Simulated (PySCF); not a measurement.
Compounds:

A. `CN[SiH2]/C=C/[SiH3]`
B. SMILES C=C(/C(C=C)=C/F)OC(C)=O
C. SMILES N#C[C@@H]1OC[SiH2]N[Si@H]1N

Spectrum 1. ¹H NMR (400 MHz, computed): δ 7.08 (m, 1H), 7.02 (m, 1H), 5.52 (m, 1H), 5.43 (m, 1H), 5.06 (m, 1H), 5.00 (m, 1H), 2.07 (s, 3H). ¹³C{¹H} NMR (computed): δ 172.6 (C), 161.2 (C), 159.2 (CH), 136.3 (CH), 131.0 (C), 120.9 (CH2), 107.4 (CH2), 23.3 (CH3).

Spectrum 2. ¹H NMR (400 MHz, computed): δ 7.18 (m, 1H), 7.10 (m, 1H), 4.95 (d, 2H), 4.21 (d, 3H), 2.88 (s, 3H), -0.43 (br s, 1H). ¹³C{¹H} NMR (computed): δ 158.2 (CH), 151.5 (CH), 32.4 (CH3).

Spectrum 3. ¹H NMR (400 MHz, computed): δ 5.10 (m, 1H), 4.87 (m, 1H), 4.82 (m, 1H), 4.40 (m, 1H), 4.25 (m, 1H), 3.86 (m, 1H), 1.16 (br s, 2H), 0.22 (br s, 1H). ¹³C{¹H} NMR (computed): δ 121.6 (C), 57.4 (CH), 55.4 (CH2).

- geometry: GFN2-xTB
- GIAO PBE0/pcSseg-1 shieldings
- code: PySCF 2.14
- one averaged value for each set of equivalent atoms, no solvent, non-relativistic Hamiltonian, one conformer

Referencing at the same level of theory: ¹H (σref 31.72) and ¹³C (σref 186.93) against TMS. Splittings of carbon signals by F and P are missing where no couplings were computed. Where no couplings were computed, multiplicities follow the n + 1 count of equivalent neighbours, and m marks all less simple cases (inequivalent or close neighbours, rings, F or P nearby). Shifts are as computed. Against solution values, carbons near 30 ppm lie about +3 ppm off and those near 130 ppm about +5 ppm. Of 1211 compounds with measured shifts, 218 miss one by over three times the rms of a fit or turn the order of signals round; such compounds aren't used in these exercises. OH and NH positions are gas-phase values without hydrogen bonding to other molecules.

**Question.** Match each spectrum to its structure.

**Answer.** 1–B, 2–A, 3–C.

- Spectrum 1 (B): 8 ¹³C signals; δC 172.6 is an ester carbonyl carbon; δC 161.2 is an alkene carbon bearing oxygen.
- Spectrum 2 (A): 3 ¹³C signals; δC 158.2 is an alkene CH; δC 151.5 is an alkene CH.
- Spectrum 3 (C): 3 ¹³C signals; δC 121.6 is a nitrile carbon; δC 57.4 is an sp3 CH bonded to O and Si, α to a nitrile.
